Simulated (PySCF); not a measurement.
A structure optimised at PBE-D3(BJ)/def2-SVP, used in a PySCF frequency run:

```
O
Si 1 1.6723
Si 1 1.6768 2 144.42
H 3 1.4997 1 107.80 2 180.00
H 2 1.5045 1 111.34 3 61.22
H 2 1.5045 5 109.46 1 123.53
H 3 1.5051 4 109.71 1 120.11
H 3 1.5051 4 109.71 7 119.77
C 2 1.9353 5 107.95 6 117.26
O 9 1.2191 2 119.21 5 -59.11
H 9 1.1393 10 120.93 2 180.00
```
Charge 0, spin multiplicity 1.

Q: Write its SMILES, formula and point group.

A: O=C[SiH2]O[SiH3], CH6O2Si2, Cs

Q: What are its rotational constants (standard atomic weights)?

A: 14.824, 1.1163, 1.0647 GHz
